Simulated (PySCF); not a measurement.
# Ionisation of 1-heptene

System: 1-heptene, `C=CCCCCC` (C7H14). Optimised structure (Å), atoms numbered from 1:
```
C     3.0763    0.8796    0.2640
C     2.4231   -0.0108   -0.4841
C     1.6509   -1.1849    0.0303
C     0.1788   -1.1730   -0.3872
C    -0.6162   -0.0118    0.1912
C    -2.0795   -0.0043   -0.2283
C    -2.8673    1.1589    0.3529
H     3.6219    1.7145   -0.1836
H     3.0922    0.8028    1.3563
H     2.4313    0.1109   -1.5761
H     2.1170   -2.1110   -0.3514
H     1.7283   -1.2260    1.1302
H    -0.2874   -2.1257   -0.0817
H     0.1141   -1.1478   -1.4904
H    -0.5516   -0.0414    1.2946
H    -0.1428    0.9409   -0.1054
H    -2.5489   -0.9580    0.0726
H    -2.1394    0.0209   -1.3310
H    -2.8503    1.1414    1.4546
H    -3.9213    1.1366    0.0366
H    -2.4444    2.1254    0.0348
```

Energies: ωB97X-D3(BJ)/ma-def2-TZVP (PySCF, density fitting, integration grid level 2) on PBE0-D3(BJ)/def2-SVP structures. The prefix ma- adds one diffuse s and one diffuse p function on all atoms but H. ωB97X-D3(BJ) is ωB97X-V with D3(BJ) in place of VV10. Thermal corrections: GFN2-xTB frequencies, unscaled, ideal gas at 298.15 K and 1 bar, quasi-RRHO entropy. These were taken at the GFN2-xTB minima.

Frontier levels of the parent: HOMO -9.72 eV, LUMO 1.12 eV.

Oxidation to the radical cation:
| Quantity | Value |
| --- | --- |
| Vertical ionisation energy (electronic) | 9.56 eV |
| Adiabatic ionisation energy (with zero-point energy) | 9.16 eV |
| Adiabatic, electronic part | 9.34 eV |
| Vertical gap at the product's structure | 9.01 eV |
| Inner reorganisation energy (four-point) | 551 meV |
| Relaxation of product / of parent | 218 / 333 meV |
| ⟨S²⟩ of the product | 0.756 |
| Largest spin populations | C1 0.60, C2 0.23 |
| Largest changes of atomic charge | C1 0.26, C2 0.21, H (on C3) 0.10 |
| Distances that move most (Å) | C1–C2 1.334 → 1.395; C2–C3 1.496 → 1.442; C3–H 1.105 → 1.127; C3–C4 1.530 → 1.546 |
| Potential in dichloromethane | 6.95 V absolute, 2.25 V against Fc+/Fc computed at 4.70 V (solvation -6 → -216 kJ/mol) |

Solvents are IEF-PCM continua (electrostatics only, gas-phase structures); absolute potentials refer to an electron at rest in vacuum. Fc+/Fc in dichloromethane, 4.70 V, is ωB97X-D3(BJ)/ma-def2-TZVP on PBE0-D3(BJ)/def2-SVP structures with GFN2-xTB thermal terms. Benchmark calculations put it near 5.0 V in acetonitrile and DMSO, so it is about 0.3 V low, and the value against it can read up to that much too high.

Measured values (NIST Chemistry WebBook, evaluated or the median of agreeing entries): adiabatic ionisation energy 9.34 eV (computed 9.16, difference -0.18).

Hardware: 1 thread of Arm Neoverse V2, shared with other jobs. Command: `OMP_NUM_THREADS=1 python redox_run.py task.json out`. Structures, frequencies and single points: 7.2 min.
